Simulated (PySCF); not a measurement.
A structure optimised at PBE-D3(BJ)/def2-SVP, used in a PySCF frequency run:

```
N
C 1 1.3051
C 2 1.4905 1 123.59
H 3 1.1084 2 110.11 1 0.52
H 3 1.1102 4 109.34 2 -122.13
H 3 1.1106 4 109.12 5 -116.19
C 1 1.5004 2 104.85 3 177.58
H 7 1.1123 1 111.37 2 122.58
Si 7 1.8987 8 108.44 1 -123.23
H 9 1.5043 7 111.54 8 62.45
H 9 1.5053 10 109.01 7 -120.77
H 9 1.5065 10 109.09 11 -118.76
Si 2 1.9040 1 95.44 7 -4.15
H 13 1.5085 2 116.49 1 -108.16
H 13 1.5100 14 107.95 2 139.64
```

**Question.** Write its SMILES and formula.

**Answer.** CC1=N[C@@H]([SiH3])[SiH2]1, C3H9NSi2

**Question.** What are its rotational constants (standard atomic weights)?

**Answer.** 3.9264, 1.4815, 1.2111 GHz
